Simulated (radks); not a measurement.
Results of a calculation; reference values are marked as such.
The nuclear charge of neutral platinum is varied continuously with 78 electrons held in [Xe] 4f14 5d9 6s1. Level of theory: Dirac Kohn-Sham, PBE, spin-unpolarised, spherical densities, point nucleus; open shells fill j = l - 1/2 first (a radial shooting solver on a logarithmic mesh with Libxc functionals). By the Hellmann-Feynman theorem dE/dZ = E(electron-nucleus)/Z, the electronic potential at the nucleus.

| Z | E (hartree) | E(electron-nucleus)/Z (hartree) | HOMO | e(HOMO) (eV) | <r> HOMO (bohr) |
|---|---|---|---|---|---|
| 77.75 | -18298.4661 | -591.720 | 5d5/2 | -3.220 | 1.804 |
| 78 | -18446.7779 | -594.775 | 5d5/2 | -5.601 | 1.741 |
| 78.25 | -18595.8536 | -597.832 | 6s1/2 | -7.644 | 2.828 |
| 78.5 | -18745.6942 | -600.893 | 6s1/2 | -9.758 | 2.734 |
| 78.75 | -18896.3006 | -603.959 | 6s1/2 | -11.990 | 2.649 |
| 79 | -19047.6742 | -607.030 | 6s1/2 | -14.334 | 2.573 |

The central difference of E at Z = 78 is -594.775 hartree, to compare with the third column; the second derivative is -12.2 hartree.
